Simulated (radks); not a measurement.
The nuclear charge of neutral silicon is varied continuously with 14 electrons held in [Ne] 3s2 3p2. Calculated with a radial shooting solver on a logarithmic mesh with Libxc functionals: non-relativistic Kohn-Sham, r2SCAN, spin-polarised, spherical densities, point nucleus; open shells are filled with parallel spins first; meta-GGA in the generalised Kohn-Sham scheme. By the Hellmann-Feynman theorem dE/dZ = E(electron-nucleus)/Z, the electronic potential at the nucleus.

| Z | E (hartree) | E(electron-nucleus)/Z (hartree) | HOMO | e(HOMO) (eV) | <r> HOMO (bohr) |
|---|---|---|---|---|---|
| 13.8 | -279.58271 | -48.3519 | 3p | -3.220 | 2.915 |
| 14 | -289.34344 | -49.2552 | 3p | -4.846 | 2.725 |
| 14.2 | -299.28467 | -50.1568 | 3p | -6.637 | 2.565 |
| 14.4 | -309.40606 | -51.0569 | 3p | -8.587 | 2.429 |
| 14.6 | -319.70736 | -51.9560 | 3p | -10.689 | 2.310 |
| 14.8 | -330.18838 | -52.8540 | 3p | -12.938 | 2.204 |
| 15 | -340.84892 | -53.7512 | 3p | -15.332 | 2.110 |

The central difference of E at Z = 14 is -49.255 hartree, to compare with the third column; the second derivative is -4.51 hartree.
